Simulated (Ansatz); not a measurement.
Gas-phase reaction in SMILES: N[SiH][SiH2]N -> N[SiH-][SiH2]N (an electron is taken up)
Each molecule is optimised on its own at B3LYP-D3(BJ)/def2-TZVP (Ansatz, a first-principles code), one conformer each, not searched for the lowest. Frequencies are from Ansatz.

Property: adiabatic electron affinity (0 K, with B3LYP-D3(BJ) harmonic zero-point energies), positive where the reaction releases energy, in eV. Cores are frozen in the correlated levels unless marked. UHF or UKS for open shells. Spin-orbit coupling is left out. No relativistic terms. Anions need diffuse functions: aug- sets have them; def2-D sets add few; the other sets have none. CBS(X,Y): correlation extrapolated as X^-3; Hartree-Fock from the larger set. The bracket is a focal-point correction in the basis named.

| level | program | adiabatic electron affinity (eV) |
|---|---|---|
| PBE-D4/def2-TZVPD | Ansatz + dftd4 | 1.25 |
| PBE0/6-31G* | Ansatz | … |
| PBE0/def2-SVP | Ansatz | 0.94 |
| PBE0-D3(BJ)/def2-TZVP | Ansatz + dftd3 | … |
| BHLYP-D3(BJ)/def2-TZVPD | Ansatz + dftd3 | 0.94 |
| r2SCAN0/def2-TZVPD | Ansatz | 0.99 |
| B2GP-PLYP-D3(BJ)/def2-TZVPD | Ansatz + dftd3 | … |
| SCS-MP2/aug-cc-pV(T+d)Z | Ansatz | 1.19 |
| RI-MP2/CBS(aug-cc-pV(T+d)Z,aug-cc-pV(Q+d)Z)+[CCSD(T)-MP2]/aug-cc-pV(T+d)Z | Ansatz | 1.31 |

Problem. Fill in the missing entries.

Solution. 
- PBE0/6-31G*, adiabatic electron affinity (eV): 0.90
- PBE0-D3(BJ)/def2-TZVP, adiabatic electron affinity (eV): 1.03
- B2GP-PLYP-D3(BJ)/def2-TZVPD, adiabatic electron affinity (eV): 1.09
